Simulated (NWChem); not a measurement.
System: SiH2O2I2; SMILES I[Si](I)(O)O

```xyz
7

O      0.1488     1.3710    -1.8161
Si     0.0000     0.0000    -0.9167
O     -0.1488    -1.3710    -1.8161
I      2.0235    -0.0894     0.4310
I     -2.0235     0.0894     0.4310
H     -0.6511     1.6867    -2.2522
H      0.6511    -1.6867    -2.2522
```
Atoms are numbered in this order, from 1.

Results from NWChem. STO-3G and 3-21G are far too small for this property and stand as cheap habits. Geometry: optimised at PBE0/def2-SVP. Not confirmed as a minimum by frequencies. def2 effective core potentials on I; no spin-orbit coupling. Field at 589 nm.

For level B3LYP/STO-3G (all-electron, non-relativistic):

```yaml
isotropic polarisability (bohr³): 37.3
anisotropy (bohr³): 36.6
```

What are these values for level B3LYP/def2-SVP (core potentials)?

The isotropic polarisability (bohr³) is 78.2 and the anisotropy (bohr³) is 47.2.
